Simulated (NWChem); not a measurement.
Molecule: C₃H₁₀Si; SMILES C([SiH2]C)C

```xyz
14

C     -0.0607     2.2989     0.0000
C      0.6460     0.9456     0.0000
Si    -0.5125    -0.5472     0.0000
C      0.4445    -2.1674     0.0000
H      0.6560     3.1357     0.0000
H     -0.7041     2.4202    -0.8862
H     -0.7041     2.4202     0.8862
H      1.3080     0.8563     0.8799
H      1.3080     0.8563    -0.8799
H     -1.4011    -0.4846    -1.2074
H     -1.4011    -0.4846     1.2074
H      1.0871    -2.2460     0.8909
H     -0.2401    -3.0295     0.0000
H      1.0871    -2.2460    -0.8909
```
Atoms are numbered in this order, from 1.

All runs: NWChem. Medium grid unless said otherwise, to which SCAN and Minnesota functionals are sensitive. All runs use the structure optimised with PBE0/def2-SVP.

Task: Among these, which level gives the lowest value of “highest occupied level (eV)”?
A. PBE/def2-SVP
B. LDA (Slater exchange, VWN5)/def2-SVP
C. Hartree-Fock/def2-SVP
D. r2SCAN/def2-SVP

Result: C, Hartree-Fock/def2-SVP. Values: Hartree-Fock/def2-SVP -11.39; r2SCAN/def2-SVP -7.20; LDA (Slater exchange, VWN5)/def2-SVP -6.93; PBE/def2-SVP -6.89
